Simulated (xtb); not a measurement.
In(OMe)(NH2)2 (CH₇InN₂O), SMILES C[O][In]([NH2])[NH2]. All values are semi-empirical tight-binding results from xtb (GFN2-xTB unless named), good for trends rather than for accurate numbers. Geometry optimised at GFN2-xTB. The structure was generated by enumeration; whether it is a known compound was not checked. One conformer was computed; it need not be the lowest.

Optimised geometry:

```xyz
12

In    -0.0414     0.0147     0.3359
O      0.8189    -0.4867    -1.3998
C      0.4489     0.0294    -2.6501
H      0.2580     1.1093    -2.6236
H      1.2822    -0.1527    -3.3374
H     -0.4445    -0.4703    -3.0400
N     -1.4501     1.5260     0.2751
H     -1.1100     2.3190    -0.2621
H     -1.6469     1.8671     1.2102
N      0.3870    -1.3550     1.8125
H      0.7752    -0.9083     2.6387
H      1.1136    -1.9628     1.4419
```
Charge 0, spin multiplicity 1.

The geometry has at least one imaginary mode, so it is a saddle point at that level.

For metal compounds this method's bond lengths and energies can be far off.

Problem. Estimate the properties. (The exact figures need the calculation; the answer reports its results.)

Solution. 
```json
{
 "orbital_gap": "2.83 eV"
}
```

Computed atomic charges and the Wiberg bond orders between heavy atoms:
charges (e) In1 0.28, O2 -0.41, C3 0.06, H4 0.04, H5 0.04, H6 0.03, N7 -0.38, H8 0.18, H9 0.17, N10 -0.38, H11 0.17, H12 0.19. Bond orders In1–O2 0.87, O2–C3 1.01, In1–N7 0.95, In1–N10 0.96.
